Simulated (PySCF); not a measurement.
## Dipole moment and polarisability of `F[C@@H](C[SiH3])CCl`

C₃H₈ClFSi.
SMILES with atom numbers: `[F:1][C@@H:2]([CH2:3][SiH3:4])[CH2:5][Cl:6]` (hydrogens: H7 on C2; H8, H9 on C3; H10, H11, H12 on Si4; H13, H14 on C5)

Structure used (GFN2-xTB), in Å, numbered top down from 1:
```xyz
14
C3H8ClFSi angstrom
F      1.0915   -1.0099   -0.8590
C     -0.0858   -0.7313   -0.1817
C     -0.0673    0.7085    0.2911
Si     1.3916    1.0782    1.4656
C     -1.2273   -1.0451   -1.1471
Cl    -2.7771   -1.0199   -0.2843
H     -0.1126   -1.4271    0.6664
H     -1.0169    0.9088    0.7862
H     -0.0169    1.3579   -0.5845
H      1.2904    2.4892    1.8399
H      2.6530    0.8085    0.7829
H      1.2513    0.2232    2.6467
H     -1.0993   -2.0399   -1.5759
H     -1.2753   -0.3016   -1.9434
```

Level: PBE0/def2-SVPD (PySCF), static field, nuclei fixed, core orbitals frozen in the response. The polarisability tensor in these axes (au):

```
x   87.78  7.08  4.75
y    7.08 74.05  5.84
z    4.75  5.84 75.46
```

Problem. What are the eigenvalues, a third of the trace, and Δα (Δα² = ½Σ(αi − αj)² over the three pairs)?

Solution. Principal values 68.54, 75.42 and 93.34 au; mean 79.10 au = 11.72 Å³ = 13.04 × 10⁻⁴⁰ C²·m²/J; Δα = 22.18 au (28 % of the mean).

Problem. What is the dipole moment, and where does it point?

Solution. (-0.08, 0.47, -0.20) D, 0.52 D in size, pointing from the negative to the positive side. Measured along this direction, the outermost atoms are H7 at the negative end and H9 and H10 at the positive end.

Problem. Refractivity n − 1 of an ideal gas of it at 298.15 K and 1 atm, from the electronic α?

Solution. N = p/kT = 2.4615 × 10¹⁹ cm⁻³, so n − 1 = 2π × N × 11.72 × 10⁻²⁴ cm³ = 1813 × 10⁻⁶ at long wavelengths, for an ideal gas.

Problem. How large is μ²/3kT at 400 K beside α?

Solution. In Gaussian units μ²/3kT = 1.62 Å³ against 11.72 Å³, a ratio of 0.14; the Debye molar polarisation (4π/3)N_A(α + μ²/3kT) is 33.7 cm³/mol, leaving out the vibrational part.

Problem. Find the Langevin capture rate constant for NO+ (29.998 u) meeting this molecule (126.007 u), k = 2.342 × 10⁻⁹ cm³/s × √(α in Å³ / reduced mass in u).

Solution. The reduced mass is 24.23 u, so k = 1.63 × 10⁻⁹ cm³/s. The formula leaves out the permanent dipole, which adds to the capture rate.

Geometry: GFN2-xTB, one conformer, isolated molecule.
